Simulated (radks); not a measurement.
Valence configurations of neutral selenium (all share [Ar]). Method: Dirac Kohn-Sham, PBE, spin-unpolarised, spherical densities, point nucleus; open shells are shared between the two j in proportion to 2j + 1; computed with a radial shooting solver on a logarithmic mesh with Libxc functionals. Energies are relative to 3d10 4s2 4p4; eigenvalues in eV.

3d10 4s2 4p4: E (eV) 0.000; e(3d3/2) -53.639; e(3d5/2) -52.745; e(4p1/2) -6.765; e(4p3/2) -6.389; e(4s1/2) -17.283
3d10 4s1 4p5: E (eV) 10.874; e(3d3/2) -55.230; e(3d5/2) -54.334; e(4p1/2) -7.393; e(4p3/2) -6.999; e(4s1/2) -18.108
3d9 4s2 4p5: E (eV) 51.657; e(3d3/2) -65.180; e(3d5/2) -64.235; e(4p1/2) -8.101; e(4p3/2) -7.647; e(4s1/2) -19.520
3d8 4s2 4p6: E (eV) 113.80; e(3d3/2) -77.233; e(3d5/2) -76.235; e(4p1/2) -9.438; e(4p3/2) -8.904; e(4s1/2) -21.689
3d9.5 4s2 4p4.5: E (eV) 24.550; e(3d3/2) -59.344; e(3d5/2) -58.424; e(4p1/2) -7.433; e(4p3/2) -7.018; e(4s1/2) -18.411
3d10 4s1.5 4p4.5: E (eV) 5.411; e(3d3/2) -54.444; e(3d5/2) -53.549; e(4p1/2) -7.084; e(4p3/2) -6.699; e(4s1/2) -17.703
3d9.5 4s1 4p5.5: E (eV) 35.902; e(3d3/2) -60.878; e(3d5/2) -59.957; e(4p1/2) -8.040; e(4p3/2) -7.607; e(4s1/2) -19.199
3d9 4s1 4p6: E (eV) 63.470; e(3d3/2) -66.661; e(3d5/2) -65.715; e(4p1/2) -8.689; e(4p3/2) -8.217; e(4s1/2) -20.275
3d10 4s0.5 4p5.5: E (eV) 16.388; e(3d3/2) -55.999; e(3d5/2) -55.102; e(4p1/2) -7.693; e(4p3/2) -7.289; e(4s1/2) -18.499
3d9 4s1.5 4p5.5: E (eV) 57.541; e(3d3/2) -65.928; e(3d5/2) -64.982; e(4p1/2) -8.399; e(4p3/2) -7.936; e(4s1/2) -19.904

NIST lists [Ar] 3d10 4s2 4p4 as the ground configuration; this level of theory agrees among the configurations tried. The energies are those of spherical spin-averaged densities, not of single terms.
